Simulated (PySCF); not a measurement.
An unknown shows these calculated signals:

1H NMR (400 MHz, computed): δ 5.58 (m, 2H), 2.82 (m, 2H), 2.78 (m, 6H), 0.84 (br s, 1H).

13C{1H} NMR (computed): δ 115.3 (CH), 30.4 (CH3).

- NMR shieldings at PBE/pcSseg-1/GIAO
- PBE0-D3(BJ)/def2-SVP structure
- program: PySCF
- non-relativistic Hamiltonian, a single conformation, in vacuum, fast rotation and ring inversion assumed for equivalent nuclei

Chemical shifts δ = σref − σ; 1H (31.20 ppm), 13C (180.03 ppm) vs TMS, all at this level.

Which of these does the molecule contain: an NH or NH2 group, a Si–CH3 group, a CH3CH2 unit, an N-methyl group, a non-aromatic C=C double bond, a ketone?

## Answers


- An NH or NH2 group: yes (δH 0.84 (br s)).
- A Si–CH3 group: no.
- A CH3CH2 unit: no.
- An N-methyl group: yes (δC 30.4; δH 2.78 (m)).
- A non-aromatic C=C double bond: yes.
- A ketone: no.

The data belong to SMILES C1=CN(C)P(=N)(P)N1C, C4H11N3P2; they needn't prove each group on their own.

Carbon signals by region: 1 in the sp2 and nitrile region (100–160 ppm), 1 below 50 ppm.

OH/NH shifts are gas-phase values; hydrogen bonding in solution moves them, usually downfield. Splittings by 31P in the carbon and heteronuclear signals aren't shown, as no couplings were computed. Shifts are as computed. Against solution values, carbons near 30 ppm lie about +2 ppm off and those near 130 ppm about +2 ppm. Of 1313 compounds with measured shifts, 239 miss one by over three times the rms of a fit or turn the order of signals round; such compounds aren't used in these exercises. No couplings were computed; multiplicities are counted from neighbouring protons, with m where these are inequivalent, close in shift, in a saturated or five-membered ring or joined by F or P, and br s for small geminal =CH2 splittings.
